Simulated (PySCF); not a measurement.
An EPR job on `F/C=C\[C@H]1C[CH]SC1` [radical].

Computed with UKS B3LYP, pcH-1 on C F H S, non-relativistic, mean-field spin-orbit, GIAO (PySCF 2.14.0). Geometry: GFN2-xTB. The command runs a driver script over a list of jobs; the input below is this job's line of settings and its coordinates in Å.

Command:
```bash
OMP_NUM_THREADS=1 python probes_run.py task.json out
```

Input:
```
{"job": {"kind": "epr", "basis": "pcH-1"}, "charge": 0, "multiplicity": 2}
F      2.567409     0.214652     1.874987
C      2.356652     0.576017     0.594836
C      1.201533     0.380209    -0.011980
C      0.002563    -0.251907     0.623962
C     -1.204683     0.697161     0.539732
C     -1.718074     0.573834    -0.845448
S     -1.449211    -0.969954    -1.540378
C     -0.406334    -1.513198    -0.139972
H      3.233243     1.030773     0.158961
H      1.095262     0.694770    -1.038547
H      0.232520    -0.507424     1.661340
H     -1.955358     0.394666     1.285894
H     -0.920155     1.728377     0.763367
H     -2.474162     1.201786    -1.269581
H     -1.013349    -2.173475     0.480044
H      0.444547    -2.067343    -0.531475
```

Output:
```
UKS, coarse grid
  cycle   1  E = -731.37582060  |g| = 4.00e-01
  cycle   2  E = -731.31817850  |g| = 5.53e-01
  cycle   3  E = -731.43498510  |g| = 8.03e-02
  cycle   4  E = -731.43757631  |g| = 4.35e-02
  cycle   5  E = -731.43834810  |g| = 1.29e-02
  cycle   6  E = -731.43841345  |g| = 4.63e-03
  cycle   7  E = -731.43842620  |g| = 1.23e-03
  cycle   8  E = -731.43842663  |g| = 6.69e-04
UKS, final grid
  cycle   1  E = -731.43845744  |g| = 1.06e-03
  cycle   2  E = -731.43845651  |g| = 1.73e-03
  cycle   3  E = -731.43845800  |g| = 8.54e-05
  cycle   4  E = -731.43845801  |g| = 3.27e-05
  cycle   5  E = -731.43845801  |g| = 2.25e-05
E = -731.43845801 Eh   <S^2> = 0.7542 (exact 0.7500)
g shifts (ppm)      1          2          3
  rmc          -169       -169       -169
  gc              0         44         40
  oz_so        -395       2046       6434
  total        -564       1921       6304
hyperfine (MHz)  atom isotope    a_iso     a_fc   dipolar eigenvalues
    0   19F       0.39       0.38     -1.03     -0.63      1.66
    1   13C       0.43       0.43     -0.42     -0.05      0.48
    2   13C      -0.87      -0.87     -0.75     -0.42      1.17
    3   13C       3.70       3.70     -1.90     -0.37      2.27
    4   13C     -24.12     -24.13     -1.88     -0.91      2.80
    5   13C     113.70     113.37    -70.69    -69.61    140.29
    6   33S       6.85       7.30    -26.01    -21.07     47.08
    7   13C      -3.25      -3.30     -0.91      0.15      0.76
    8    1H      -0.22      -0.22     -0.61     -0.56      1.17
    9    1H       0.58       0.59     -3.50     -2.98      6.48
   10    1H      -2.72      -2.73     -1.85     -1.46      3.31
   11    1H     117.11     117.11     -4.30     -2.74      7.03
   12    1H      36.65      36.64     -4.67     -4.12      8.78
   13    1H     -46.30     -46.40    -32.99     -0.97     33.97
   14    1H      15.13      15.14     -2.58     -1.52      4.10
   15    1H       1.72       1.72     -2.12     -1.67      3.79
```

rmc, gc and oz_so are the mass-correction, gauge-correction and orbital-Zeeman/spin–orbit parts of the g shift along its three principal axes; a_iso is the isotropic hyperfine coupling and a_fc its Fermi-contact part. The program numbers atoms from 0.

Question: Get g_iso from the total shifts.

Answer: Their mean is 2554 ppm; added to g_e = 2.002319 it gives 2.00487.

Main results: ⟨S²⟩ 0.754; g_iso 2.0049.

Isolated species at its GFN2-xTB geometry (one conformer only).

Time: 97 s of wall time (grids of density and orbitals included); peak memory 0.98 GiB. Hardware: one thread, Arm Neoverse V2 (aarch64), on a shared host.
Labels such as C1 count atoms from 1, the log's own numbers from 0.
